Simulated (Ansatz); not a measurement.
`[OH][GaH][F]` + H₂Se → `[OH][GaH][SeH]` + H–F at 700 K and 1 bar (ligand exchange at a Ga–F bond).

Gas-phase electronic energies from Ansatz, PBE0-D4/def2-TZVP geometries. CBS: MP2 limit from def2 TZ/QZ plus the TZ coupled-cluster correction, frozen cores. This one scheme is used for every species. For Ga, Se outer-core shells are correlated without core-valence functions, which leaves a few kJ/mol of doubt a bond. Scalar relativity is left out up to krypton. Each species was taken in one conformer, which may not be the lowest.

| species | CCSD(T)/CBS energy (Eh) | H − E (kJ/mol) | S (J/(mol·K)) |
| --- | --- | --- | --- |
| `[OH][GaH][F]` | -2100.17635 | 104.9 | 355.2 |
| H₂Se | -2401.89790 | 61.1 | 251.1 |
| `[OH][GaH][SeH]` | -4401.68747 | 131.3 | 404.2 |
| H–F | -100.39570 | 45.2 | 198.5 |

H − E and S are ideal-gas, rigid-rotor, harmonic terms from PBE0-D4/def2-TZVP, for one conformer and one mirror image of each species. 1 Eh = 2625.50 kJ/mol, R = 8.31446 J/(mol·K).

Problem. By hand: ΔE, ΔH, ΔS and ΔG.

Solution. ΔE = (-4401.68747) + (-100.39570) − (-2100.17635) − (-2401.89790) = -0.00892 Eh = -23.4 kJ/mol. Δ(H − E) = 131.3 + 45.2 − 104.9 − 61.1 = 10.5, so ΔH = -12.9 kJ/mol. ΔS = 404.2 + 198.5 − 355.2 − 251.1 = -3.6 J/(mol·K). ΔG = -12.9 − 700 × (-3.6)/1000 = -10.4 kJ/mol.

Problem. By hand: the equilibrium constant, and the temperature at which ΔG would vanish if ΔH and ΔS stayed fixed.

Solution. log₁₀ K = −ΔG/(RT ln 10) = 0.8. ΔG = 0 at ΔH/ΔS = 3583 K, far beyond where these terms or the molecules hold.

The number of gas molecules stays the same, so ΔS is small and ΔH decides. A doubt of 5 kJ/mol in ΔE shifts log₁₀ K by 0.4 here. Other conformers and mirror images would add mixing entropy, several J/(mol·K) or more a flexible species. These are equilibria of isolated gas molecules and say nothing of rates. Largest T1 diagnostic: 0.015 (customary marks: 0.02 for closed shells, 0.045 for open ones).
